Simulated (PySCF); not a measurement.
BH₂O₂, SMILES O[B]O, multiplicity 2.

Coordinates come from a r2SCAN-D4/def2-TZVP optimisation. The isomer is the one that the SMILES or the coordinates give; other isomers of the formula were not compared. One conformer was computed; it need not be the lowest.

Method: TDA-PBE/def2-SVPD run with PySCF 2.14.0.

Vertical excitations. 

```json
[
 {"state": "root 1", "energy (eV)": "4.15", "λ (nm)": "299", "f": "0.108", "main pairs": "α HOMO→LUMO 98 %"},
 {"state": "root 2", "energy (eV)": "4.53", "λ (nm)": "274", "f": "0.043", "main pairs": "α HOMO→LUMO+1 98 %"},
 {"state": "root 3", "energy (eV)": "5.09", "λ (nm)": "243", "f": "0.073", "main pairs": "α HOMO→LUMO+2 99 %"},
 {"state": "root 4", "energy (eV)": "5.76", "λ (nm)": "215", "f": "0.000", "main pairs": "β HOMO→LUMO 100 %"},
 {"state": "root 5", "energy (eV)": "5.80", "λ (nm)": "214", "f": "0.065", "main pairs": "α HOMO→LUMO+3 99 %"},
 {"state": "root 6", "energy (eV)": "6.24", "λ (nm)": "199", "f": "0.000", "main pairs": "β HOMO−1→LUMO 100 %"},
 {"state": "root 7", "energy (eV)": "6.77", "λ (nm)": "183", "f": "0.053", "main pairs": "α HOMO→LUMO+4 99 %"},
 {"state": "root 8", "energy (eV)": "7.30", "λ (nm)": "170", "f": "0.025", "main pairs": "β HOMO−2→LUMO 97 %"},
 {"state": "root 9", "energy (eV)": "7.32", "λ (nm)": "169", "f": "0.000", "main pairs": "α HOMO−1→LUMO 98 %"},
 {"state": "root 10", "energy (eV)": "7.44", "λ (nm)": "167", "f": "0.014", "main pairs": "α HOMO→LUMO+5 92 %"}
]
```
Unrestricted roots are not spin-pure.
